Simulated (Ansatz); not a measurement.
BH₇O₄Si, relaxed with RKS PBE-D4/def2-SVP in Ansatz 0.2.0 from a rough embedded geometry. The force threshold is 0.03 eV/Å; the program also tests the step.

The species carries charge 0 and has multiplicity 1. The bonds changed during the relaxation, so this is another structure than the one it started from.

Start:

```xyz
13

O    -1.146    0.064    1.916
B    -0.671   -0.087    0.591
O    -1.245    1.018   -0.249
O    -1.037   -1.437    0.098
O     0.833   -0.009    0.640
Si    1.509   -0.200   -0.928
H    -0.942    0.984    2.243
H    -2.165    0.913   -0.185
H    -1.311   -1.369   -0.871
H     1.050    0.878    0.902
H     0.949    0.806   -1.862
H     1.253   -1.564   -1.472
H     2.924    0.003   -0.822
```

| step | energy (eV) | largest force (eV/Å) | largest move (Å) |
| --- | --- | --- | --- |
| 1 | -16836.2314 | 4.638 | 0.000 |
| 2 | -16836.9400 | 1.840 | 0.153 |
| 3 | -16837.1711 | 0.901 | 0.162 |
| 4 | -16837.3072 | 0.670 | 0.195 |
| 5 | -16837.4056 | 0.340 | 0.196 |
| 6 | -16837.4831 | 0.318 | 0.195 |
| 7 | -16837.5615 | 0.485 | 0.195 |
| 8 | -16837.6063 | 0.905 | 0.200 |
| 9 | -16837.7459 | 0.461 | 0.200 |
| 10 | -16837.7702 | 0.499 | 0.200 |
| 11 | -16837.7950 | 0.386 | 0.114 |
| 13 | -16837.8264 | 0.754 | 0.193 |
| 15 | -16837.8846 | 0.423 | 0.200 |
| 17 | -16837.9395 | 0.564 | 0.200 |
| 19 | -16837.9552 | 0.112 | 0.098 |
| 21 | -16837.9680 | 0.323 | 0.146 |
| 23 | -16837.9757 | 0.076 | 0.066 |
| 25 | -16837.9791 | 0.136 | 0.032 |
| 27 | -16837.9819 | 0.210 | 0.137 |
| 29 | -16837.9849 | 0.042 | 0.044 |
| 31 | -16837.9861 | 0.055 | 0.059 |
| 32 | -16837.9864 | 0.028 | 0.007 |

End:

```xyz
13

O    -2.324   -0.554    1.757
B    -1.534   -0.205    0.691
O    -1.010    1.081    0.485
O    -1.236   -1.182   -0.210
O     1.714    1.003   -0.048
Si    1.972   -0.278   -1.087
H    -2.445    0.144    2.421
H    -1.327    1.757    1.108
H    -0.726   -0.861   -0.980
H     0.767    1.127    0.203
H     0.797   -0.451   -2.041
H     2.162   -1.598   -0.387
H     3.191    0.017   -1.913
```

It took 43 s on 4 threads of an Arm Neoverse V2 on a shared host, with 0.17 GiB of host memory at the peak.
